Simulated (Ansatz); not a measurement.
Gas-phase electronic energies from Ansatz, PBE0-D4/def2-TZVP geometries. CCSD(T)/CBS adds triple-zeta CCSD(T) − MP2 to the extrapolated MP2 energy (def2 sets, frozen cores). This one scheme is used for every species. Functionals use def2-TZVPP. B3LYP here is the variant with VWN-RPA as its local correlation; programs differ in this. One conformer a species, not always the lowest.

Reaction (formal exchange of groups at the Si–O bond): `OCO[SiH2][SiH3]` + `BS` → `[SiH3][SiH2]BS` + `OCO`

`OCO[SiH2][SiH3]`:

Cartesian coordinates in Å:
```
O -2.546 -0.227 -1.436
C -1.677 0.036 -0.396
O -0.681 -0.954 -0.337
Si 0.647 -0.889 0.641
Si 2.032 0.946 0.155
H -2.964 -1.077 -1.272
H -1.239 1.018 -0.607
H -2.200 0.072 0.573
H 0.234 -0.807 2.074
H 1.368 -2.167 0.423
H 1.301 2.229 0.350
H 2.525 0.891 -1.247
H 3.199 0.929 1.079
```

`BS`:

Cartesian coordinates in Å:
```
B 0.147 0.244 0.505
S 0.386 -0.139 -1.201
H 0.994 0.912 1.011
H -0.807 -0.146 1.101
H -0.720 -0.872 -1.415
```

`[SiH3][SiH2]BS`:

```xyz
11

Si   -1.606   -0.945   -0.344
Si    0.296    0.337   -0.835
B     0.901    1.208    0.857
S     2.219    0.598    1.858
H    -2.128   -1.616   -1.565
H    -2.677   -0.080    0.219
H    -1.264   -1.988    0.661
H    -0.069    1.331   -1.885
H     1.342   -0.573   -1.388
H     0.353    2.163    1.320
H     2.631   -0.437    1.101
```

`OCO`:

Cartesian coordinates in Å:
```
O -0.395 -1.147 0.117
C 0.242 0.078 0.322
O -0.031 1.009 -0.683
H -1.345 -0.992 0.123
H 1.309 -0.159 0.383
H -0.080 0.557 1.253
H 0.299 0.653 -1.514
```

```json
{"level": "r2SCAN-D4", "ΔE (kJ/mol)": "65.8"}
{"level": "B2PLYP", "ΔE (kJ/mol)": "75.9"}
{"level": "B3LYP", "ΔE (kJ/mol)": "74.4"}
{"level": "HF/def2-TZVPP", "ΔE (kJ/mol)": "96.4"}
{"level": "MP2/def2-TZVPP", "ΔE (kJ/mol)": "74.1"}
{"level": "SCS-MP2/def2-TZVPP", "ΔE (kJ/mol)": "79.5"}
{"level": "HF/def2-QZVPP", "ΔE (kJ/mol)": "98.5"}
{"level": "MP2/CBS(def2)", "ΔE (kJ/mol)": "74.1"}
```

Question: What does CCSD(T)/CBS give? (Best estimate.)

Answer: Computed: +69.8 kJ/mol. The listed levels differ from it by -4.0, 6.1, 4.6, 26.6, 4.3, 9.7, 28.7, 4.3 kJ/mol.

Largest T1 diagnostic among the species: 0.016.

From PBE to PBE0 (25 % exact exchange), in def2-TZVPP and without D4, ΔE moves by +5.9 kJ/mol. In def2-TZVPP, CCSD(T) changes the Hartree–Fock value by −26.6 kJ/mol (the triples alone add −3.7 kJ/mol) and MP2 by −22.3 kJ/mol.

CCSD(T)/CBS has its own doubt, a few kJ/mol and more with outer-core shells, so smaller differences from it don't rank the levels.
